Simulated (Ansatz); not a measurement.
Geometry optimisation, Ansatz, RKS PBE/cc-pVDZ.

Input:

```yaml
crystal:
  periodic: [false, false, false]
  atoms:
    - { symbol: Si, position_ang: [-0.7197, 0.8365, -0.2801] }
    - { symbol: Si, position_ang: [0.1576, -1.2647, 0.9748] }
    - { symbol: F, position_ang: [-0.9355, 0.3036, -1.7702] }
    - { symbol: F, position_ang: [-2.1398, 0.2669, 0.2899] }
    - { symbol: H, position_ang: [-0.9521, 2.2194, 0.0416] }
    - { symbol: H, position_ang: [0.766, 0.2192, 0.0027] }
    - { symbol: S, position_ang: [1.6378, 1.5113, -0.8958] }
    - { symbol: H, position_ang: [-0.386, -0.9261, 2.2816] }
    - { symbol: H, position_ang: [-0.6161, -2.2842, 0.2825] }
    - { symbol: H, position_ang: [1.5453, -1.706, 1.103] }
    - { symbol: H, position_ang: [1.6425, 0.8242, -2.0302] }
basis:
  gaussian: { orbitals: cc-pVDZ }
hamiltonian:
  xc: pbe
relax:
  f_tol: 0.15
  max_steps: 25
  restrain:
    - { distance: [0, 6], at: 2.16, k: 30.0 }
    - { distance: [5, 1], at: 1.42, k: 30.0 }
    - { distance: [0, 1], at: 3.52, k: 30.0 }
    - { distance: [5, 6], at: 2.66, k: 30.0 }
output:
  orbitals: {}
```

Command:

```bash
$ ansatz run input.yaml --threads 2 --pin off --max-ram 3072MiB --backend cpu --events-out ev --progress --plain --runs-dir out
```

Where does it end, and by what steps?

The forces met the threshold. The restraints hold the end off the free minimum. After 14 steps the energy has fallen by 2.257 eV (the restraints' own energy left out); H5 moved furthest, 1.38 Å. Parted: Si1–Si2, Si1–H6. Joined: Si2–H6.

| step | energy less start (eV) | largest force component (eV/Å) | accepted |
| --- | --- | --- | --- |
| 0 | 0.0000 | 2.319 | yes |
| 1 | -0.0059 | 2.580 | yes |
| 2 | -0.1270 | 3.397 | yes |
| 3 | -0.4281 | 2.772 | yes |
| 4 | -0.9142 | 2.228 | yes |
| 5 | -1.4313 | 1.214 | yes |
| 6 | -1.7255 | 0.773 | yes |
| 7 | -1.9280 | 1.099 | yes |
| 8 | -2.0301 | 1.152 | yes |
| 9 | -2.1374 | 1.162 | yes |
| 10 | -2.1924 | 1.214 | yes |
| 11 | -2.2272 | 1.129 | yes |
| 12 | -2.2384 | 1.144 | yes |
| 13 | -2.2501 | 1.110 | yes |
| 14 | -2.2567 | 1.060 | yes |

```xyz
11
Properties=species:S:1:pos:R:3
Si -0.812 1.357 -0.709
Si 0.388 -1.519 0.952
F -1.009 0.097 -1.754
F -1.302 0.839 0.786
H -1.748 2.465 -1.062
H 0.975 -0.429 0.189
S 1.225 2.054 -0.763
H 0.196 -1.083 2.379
H -0.914 -1.967 0.349
H 1.349 -2.686 0.929
H 1.653 0.871 -1.295
```

The run took 31 s on 2 threads of AMD EPYC 7B13 (Zen 3) (shared host), peak memory 0.19 GiB.
